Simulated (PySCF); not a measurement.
## An excited-state table with gaps

Compound: C2H3N3OSi.
SMILES: `N#C[Si](N)(O)C#N`

Computed, not measured: PySCF, TDDFT PBE0/def2-SVPD, vertical, gas phase, core orbitals frozen in the response. One conformer (not necessarily the lowest) at the GFN2-xTB geometry, without solvent, vibrations or thermal averaging. Torsions of this conformer, `[N:1]#[C:2][Si:3]([NH2:4])([OH:5])[C:6]#[N:7]`: H–N4–Si3–C2 93°, H–N4–Si3–C2 -58°, H–O5–Si3–C2 55°.

Orbital energies (eV): HOMO-3 -10.57, HOMO-2 -10.34, HOMO-1 -10.29, HOMO -8.87, LUMO -1.75, LUMO+1 -1.33, LUMO+2 -0.07.

Lowest singlets, with some entries withheld (?).

| state | ν̃ (cm⁻¹) | f | main configurations (H = HOMO, L = LUMO) |
| --- | --- | --- | --- |
| S1 | 46910 | 0.014 | H→L (98%) |
| S2 | 50160 | 0.020 | H→L+1 (98%) |
| S3 | 54540 | 0.0005 | H-1→L (81%) |
| S4 | 56710 | 0.0002 | H-4→L (46%), H-3→L+1 (9%) |
| S5 | ? | 0.0054 | H-2→L (60%), H-1→L+1 (23%) |
| S6 | ? | 0.0029 | H-2→L+1 (64%), H-5→L+1 (11%) |
| S7 | ? | 0.0074 | H-3→L (28%), H-5→L (20%), H-4→L (11%) |
| S8 | ? | 0.0066 | H-5→L (36%), H-3→L (27%), H-4→L+1 (10%) |

(1) What stands in place of each question mark?

(2) What is the mean static polarisability from the same response equations?

(3) How far apart are S3 and S8, in eV and cm⁻¹?

(4) Where do the lowest triplets lie (Tamm–Dancoff)?

## Answers

(1) 
- S5: ν̃ = 57150 cm⁻¹
- S6: ν̃ = 58560 cm⁻¹
- S7: ν̃ = 59190 cm⁻¹
- S8: ν̃ = 59510 cm⁻¹

(2) 63.4 au (9.40 Å³), with principal values 53.3, 65.1 and 71.9 au.

(3) 7.378 − 6.763 = 0.615 eV, or about 4970 cm⁻¹.

(4) T1 5.49 eV, H→L (72%); T2 5.76 eV, H-1→L+1 (21%), H→L (16%), H-2→L (14%); T3 5.85 eV, H-3→L (30%), H-4→L+1 (9%). E(S1) − E(T1) = +0.33 eV.

The run took 25 s wall on an Arm Neoverse V1 with one thread, no GPU (shared host), and the process peaked at 0.65 GiB of memory.
